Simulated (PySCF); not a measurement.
Ga(F)(NH2)2, H4FGaN2, SMILES [NH2][Ga]([NH2])[F] at its CAM-B3LYP/def2-SVP optimised geometry (Å):

```
8

Ga    -0.1256    -0.3980     0.0000
F     -0.8864    -1.9757     0.0004
N      1.6694    -0.3980     0.0000
H      2.2495     0.4301    -0.0019
H      2.2095    -1.2536     0.0122
N     -1.2438     1.0060     0.0000
H     -0.9570     1.9757    -0.0012
H     -2.2495     0.8956    -0.0122
```

Method: CAM-B3LYP/def2-TZVP (PySCF).

Map of the HOMO−1 amplitude (bohr^(-3/2)) on the plane z = 1.0 Å; orbital energy -9.42 eV, overall sign arbitrary:

```
|...........................|
|...........................|
|...........................|
|...........................|
|.......::::::..............|
|......:::::::::............|
|.....::::--:::::...........|
|....:::--==--::::::........|
|....::-=+**+=-:::::::......|
|...:::-+*%%*+=-::::::::....|
|...:::-+#@@#*=------::::...|
|...:::-+#@@#*+======-:::...|
|...:::-=+###*++++**+=-:::..|
|....:::-=+**+++*#%%#+-:::..|
|....::::-==+++**%@@%+=:::..|
|.....::::--==++*#%@#+-:::..|
|.......:::::-==+****=-:::..|
|............::-=====-:::...|
|.........   .:::----::::...|
|.........    .:::::::::....|
|.........    ..:::::::.....|
|.................::........|
|...........................|
|...........................|
|...........................|
|...........................|
|...........................|
```
Scale: ten equal steps from -0.021 (start of ' ') to 0.094 (end of '@'), in the order ' .:-=+*#%@'; x runs from -4.50 to 4.50, y from -4.50 (bottom) to 4.50 (top).
